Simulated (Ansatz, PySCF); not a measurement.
NbO3, SMILES [O]=[Nb](=[O])=[O] (connectivity only; charge and spin as stated), neutral, multiplicity 2. Atoms are numbered in the order given.

```xyz
4

Nb    -0.0003    -0.0559     0.1711
O      1.4017    -0.8593    -0.4027
O     -1.3992    -0.8627    -0.4051
O     -0.0021     1.7779    -0.4311
```
Charge 0, spin multiplicity 2.

The structure is a stationary point at PBE0-D3(BJ)/def2-TZVP. The spin state was assumed, not searched. The def2 effective core potentials stand for the cores of Nb; spin–orbit coupling is left out.

Two levels are set side by side: PBE-D3(BJ)/def2-TZVP (Ansatz, a quantum-chemistry and plane-wave program) and PBE0-D3(BJ)/def2-TZVP (Ansatz). Each level has its own optimised geometry; the coordinates shown are those of the second. Frequencies come from the Hessian of PySCF at each geometry. Differences are taken from unrounded values.

| quantity | PBE0-D3(BJ) |
|---|---|
| mean bond length (Å) | 1.786 |
| bond Nb1–O2 (Å) | 1.715 |
| bond Nb1–O3 (Å) | 1.715 |
| bond Nb1–O4 (Å) | 1.930 |
| highest harmonic wavenumber (cm⁻¹) | 1007 |
| mean harmonic wavenumber (cm⁻¹) | 545 |
| zero-point energy (kcal/mol) | 4.67 |

What does PBE-D3(BJ) give, and how far is it from PBE0-D3(BJ)? (Estimate from the structure and the level; the computed values follow.)


| quantity | PBE-D3(BJ) | PBE-D3(BJ) minus PBE0-D3(BJ) |
|---|---|---|
| mean bond length (Å) | 1.792 | 0.005 |
| bond Nb1–O2 (Å) | 1.792 | 0.077 |
| bond Nb1–O3 (Å) | 1.792 | 0.077 |
| bond Nb1–O4 (Å) | 1.792 | -0.138 |
| highest harmonic wavenumber (cm⁻¹) | 898 | -109 |
| mean harmonic wavenumber (cm⁻¹) | 438 | -107 |
| zero-point energy (kcal/mol) | 3.75 | -0.92 |
